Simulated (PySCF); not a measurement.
## Vibration and rotation of SrTl⁺

RHF-CCSD(T) constants of SrTl⁺, ¹Σ⁺ (singlet), closed shell (PySCF, scalar-relativistic core potentials, basis sets Sr def2-SVPD with ECP28, Tl def2-SVPD with ECP60; masses 87.9056 and 204.9744 u):

* ωe: 69.6 cm⁻¹
* ωexe: 0.152 cm⁻¹
* Be: 0.018637 cm⁻¹
* αe: 6.03e-05 cm⁻¹
* D (centrifugal): 5.34e-09 cm⁻¹

Task: Estimate the standard entropy (1 bar) and heat capacity of the ideal gas at 298.15 K, rigid rotor with B0 and harmonic oscillator at the fundamental.

Result: Translation (Sackur–Tetrode, M = 292.88 u): 179.7 J/(mol K). Rotation: q = kT/(σB0) = 11100 with σ = 1, 85.8. Vibration: x = hcν0/kT = 0.334, 17.46. S° = 282.9 J/(mol K); Cp = 7R/2 + 8.24 = 37.3 J/(mol K).

Correlated steps freeze 4 core orbitals. These are scalar-relativistic numbers at best; spin–orbit coupling would shift them, the dissociation energy most.
